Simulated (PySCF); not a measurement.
SMILES C([SiH2]F)(F)(F)F, B3LYP/def2-SVP optimised geometry.

```
8

F      1.47    -1.41    -0.02
Si     0.97     0.13     0.00
C     -0.95     0.13     0.00
F     -1.47    -0.47     1.08
F     -1.47    -0.47    -1.09
F     -1.40     1.41     0.00
H      1.43     0.81    -1.23
H      1.43     0.79     1.25
```

Density from B3LYP/def2-TZVP run with PySCF 2.14.0 at that geometry.

Minimum of the electron density along straight lines between bonded atoms, close to the bond critical point (lines longer than 1.1 times the sum of covalent radii, or with two minima, are not listed):

```
bond    length / Å  ρ at the minimum / e bohr⁻³  ∇²ρ there / e bohr⁻⁵  position (fraction from the first atom)
------  ----------  ---------------------------  --------------------  ---------------------------------------
F1–Si2       1.622                        0.132                     ?                                     0.58
Si2–C3       1.929                            ?                  0.14                                     0.38
C3–F4        1.346                        0.280                 -0.47                                     0.34
C3–F5        1.346                        0.280                 -0.47                                     0.34
C3–F6        1.354                        0.275                 -0.47                                     0.34
Si2–H7       1.481                        0.127                  0.13                                     0.49
Si2–H8       1.481                        0.127                  0.13                                     0.49
```

### Question
Complete the blanks.

### Answer

- F1–Si2, ∇²ρ there / e bohr⁻⁵: 0.89
- Si2–C3, ρ at the minimum / e bohr⁻³: 0.119
